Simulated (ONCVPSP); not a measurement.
Which setting gave this result? (F, ONCV)

Base potential:

```
Element                 : fluorine (F)
Generator               : ONCVPSP 4.0.1
Type                    : optimised norm-conserving Vanderbilt (ONCV)
Functional              : PBE
Relativity              : non-relativistic
Frozen core             : none
Valence charge          : 9
Reference configuration : 1s2 2s2 2p5
Partial waves           : 1s+2s: rc 0.40 bohr, ncon 3, nbas 6, qcut 25.8 1/bohr, 2 projectors; 2p: rc 1.05 bohr, ncon 3, nbas 6, qcut 16.3 1/bohr, 2 projectors, debl 3.7 Ha; d scattering state at 0.37 Ha: rc 0.95 bohr, ncon 4, nbas 9, qcut 10.7 1/bohr, 2 projectors, debl 0.9 Ha
Local potential         : polynomial inside 0.30 bohr (lpopt 1, dvloc0 0 Ha)
Core correction         : none
```

Cutoffs, loose and tight: the cutoffs (Ha) at which the residual kinetic energy of the hardest occupied pseudo-wave falls to 1 and 0.1 mHa per electron. They do not see the model core or the augmentation charge, which bear on the density cutoff. Test errors are all-electron minus pseudo excitation energies from the reference, over the configurations 1s2 2s2 2p4; 1s2 2s2 2p3; 1s2 2s2 2p2; 1s2 2s1 2p5; variants that change the core or the reference have their own tests.

Only the scale of all radii (base = 1) is moved:

```json
{"scale of all radii (base = 1)": "0.77", "bound ghosts": "none", "largest test error (meV)": "+62", "median size of the test errors": "8.9 meV"}
{"scale of all radii (base = 1)": "0.88", "bound ghosts": "none", "largest test error (meV)": "+89", "median size of the test errors": "11.9 meV"}
{"scale of all radii (base = 1)": "0.99", "bound ghosts": "none", "largest test error (meV)": "+166", "median size of the test errors": "22.5 meV"}
{"scale of all radii (base = 1)": "1.18", "bound ghosts": "none", "largest test error (meV)": "+373", "median size of the test errors": "54.8 meV"}
{"scale of all radii (base = 1)": "1.28", "bound ghosts": "none", "largest test error (meV)": "+533", "median size of the test errors": "81.2 meV"}
```

Question: One more run gave bound ghosts: none; largest test error (meV): +302; median size of the test errors: 43.0 meV. Which value of the scale of all radii (base = 1) was used?

Answer: 1.12. The median size of the test errors moves one way along this sweep, from 8.9 meV at 0.77 to 81.2 meV at 1.28, which places the run between 0.99 and 1.18.
